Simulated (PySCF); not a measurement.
**Electronic absorption of C2H9FO2Si2**

Compound: C2H9FO2Si2.
SMILES: `CO[Si@@H](C)O[SiH2]F`

Method: TDDFT CAM-B3LYP/def2-SVPD, vertical, gas phase, core orbitals frozen in the response in PySCF 2.14.0, density-fitted response routines. Isolated species at its GFN2-xTB geometry (one conformer only). Torsions of this conformer, `[CH3:1][O:2][Si@@H:3]([CH3:4])[O:5][SiH2:6][F:7]`: C1–O2–Si3–C4 -164°, O2–Si3–O5–Si6 -43°, Si3–O5–Si6–F7 -18°.

Problem. Predict the UV-vis stick spectrum at this level.

Solution. 

```csv
state,λ (nm),E (eV),f,"main configurations (H = HOMO, L = LUMO)"
S1,158.6,7.82,0.014,H→L (68%)
S2,151.9,8.16,0.0072,"H-2→L (21%), H-1→L (17%), H→L+1 (10%)"
S3,151.1,8.21,0.0061,"H→L+4 (26%), H-2→L+1 (18%), H→L+1 (13%)"
S4,149.0,8.32,0.058,"H→L+2 (49%), H-1→L+1 (8%)"
S5,148.8,8.33,0.034,"H-1→L (42%), H→L+2 (19%), H→L (11%)"
S6,145.5,8.52,0.036,"H-2→L (26%), H→L+6 (9%), H-1→L+4 (8%)"
S7,143.1,8.67,0.021,"H→L+1 (42%), H-1→L+1 (9%)"
S8,139.7,8.87,0.089,"H→L+6 (29%), H-1→L+4 (10%), H-3→L (9%)"
```

Triplets (Tamm–Dancoff): T1 7.61 eV, H→L (52%); T2 7.71 eV, H-2→L (16%), H-2→L+1 (12%), H-1→L (10%); T3 7.83 eV, H→L+4 (21%), H-2→L+1 (15%), H→L+3 (8%).

The lowest singlet lies at 7.82 eV (159 nm, vacuum ultraviolet) and is weak; its leading configuration is HOMO→LUMO (68%). The most intense listed level is S8 at 8.87 eV (140 nm, f = 0.089), 1.06 eV above S1. It is the last of those listed, so stronger ones may follow. Löwdin shares by element: HOMO oxygen 35% or more, silicon 15% or more, hydrogen 12% or more, carbon 12% or more (atoms not listed hold the other 26%); LUMO silicon 39%, carbon 12% or more, hydrogen 6% or more (atoms not listed hold the other 43%). Of the 8 states listed, 6 reach f = 0.01 and none stays under 0.0005. Weighted by f, the mean energy of these states is 8.53 eV. The oscillator strengths of these states sum to 0.266; summed over the whole spectrum of an exact calculation they would give the number of electrons, 74 (Thomas–Reiche–Kuhn). Singlets were solved by full linear response, triplets in the Tamm–Dancoff approximation.

Without π bonds the low states are Rydberg-like; a valence basis with one diffuse set may place them up to an eV too high.
